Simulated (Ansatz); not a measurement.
The same path of C2H4LiNO (9 atoms, charge 0, multiplicity 1) was run twice with different band settings. Lost on the way: C3–H6. Made: Li1–C5, N2–H6.

All numbers below come from RKS B3LYP-D4/STO-3G in Ansatz.

Relaxed end points:

```xyz
9
Properties=species:S:1:pos:R:3
Li -2.493 -0.957 1.011
N -1.383 0.165 0.697
C -0.483 1.056 0.437
O 0.774 0.860 -0.204
C 0.980 -0.553 -0.579
H -0.543 2.145 0.680
H 1.975 -0.592 -1.062
H 0.968 -1.218 0.309
H 0.205 -0.906 -1.289
```

```xyz
9
Properties=species:S:1:pos:R:3
Li -1.268 -0.883 0.436
N -1.089 0.815 0.682
C 0.027 1.579 0.296
O 1.008 0.796 -0.330
C 0.793 -0.657 -0.509
H -1.745 1.501 1.130
H 1.679 -1.080 -1.016
H 0.693 -1.195 0.479
H -0.098 -0.874 -1.169
```

Common settings: spring 5.0 eV/Å²; optimiser quadratic models (default); start path through a guess of the saddle point; force threshold 0.03 eV/Å; iteration limit 60; end points relaxed.

| run | movable images | climbing image |
| --- | --- | --- |
| 1 | 7 | yes |
| 2 | 8 | no |

**Question.** What does each run give, and how far can it be trusted?

**Answer.** Run 1: converged after 12 iterations, highest image 3.624 eV above the first end. Neighbouring images differ by up to 1.6 eV, so the band resolves the path poorly. A vibrational analysis at the climbing image gives one clearly imaginary mode, 1922i cm⁻¹: a first-order saddle point.
Run 2: converged after 11 iterations, highest image 3.283 eV above the first end. Neighbouring images differ by up to 1.8 eV, so the band resolves the path poorly. No image climbed, so the highest image needn't sit at the top of the path.
The orbitals stay closed-shell, which can raise the energy where a bond breaks towards radicals; this wasn't checked here. Limits of this set-up: minimal basis.
